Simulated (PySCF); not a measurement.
AlH₅O₂Si, SMILES [OH][AlH][O][SiH3].

The structure is a stationary point at B3LYP-D3(BJ)/def2-SVP. Other conformers were not sampled.

Level of theory: PySCF 2.14.0 with B3LYP-D3(BJ)/def2-SVP.

Frequencies are harmonic and unscaled.

A small imaginary wavenumber (i) marks a very flat motion, where grid noise or a shallow saddle decides the sign.

Give all harmonic wavenumbers and intensities. (An estimate is asked for; the answer gives what the named calculation found.)


| mode | ν (cm⁻¹) | IR (km/mol) | moving atoms (share of kinetic energy) |
|---|---|---|---|
| 1 | 14i | 0.4 | H 84 %, O 10 % |
| 2 | 49 | 0.4 | O 66 %, H 18 %, Si 13 % |
| 3 | 87 | 0.6 | O 71 %, H 20 % |
| 4 | 243 | 37.6 | O 54 %, Al 21 %, H 19 % |
| 5 | 378 | 206.0 | H 77 %, O 16 % |
| 6 | 502 | 87.1 | H 34 %, Si 27 %, Al 20 %, O 18 % |
| 7 | 511 | 81.8 | H 81 %, Al 17 % |
| 8 | 576 | 81.1 | H 57 %, Al 22 %, Si 11 %, O 10 % |
| 9 | 705 | 239.3 | H 87 % |
| 10 | 741 | 69.0 | H 84 %, Si 9 % |
| 11 | 745 | 74.9 | H 84 %, Si 9 % |
| 12 | 886 | 91.6 | O 51 %, Al 39 %, H 9 % |
| 13 | 960 | 92.9 | H 96 % |
| 14 | 961 | 91.6 | H 96 % |
| 15 | 1013 | 412.1 | H 85 %, Si 13 % |
| 16 | 1134 | 455.7 | O 76 %, Al 11 %, Si 8 % |
| 17 | 2019 | 121.1 | H 96 % |
| 18 | 2211 | 174.3 | H 96 % |
| 19 | 2213 | 172.6 | H 96 % |
| 20 | 2220 | 85.5 | H 99 % |
| 21 | 3928 | 84.8 | H 94 % |
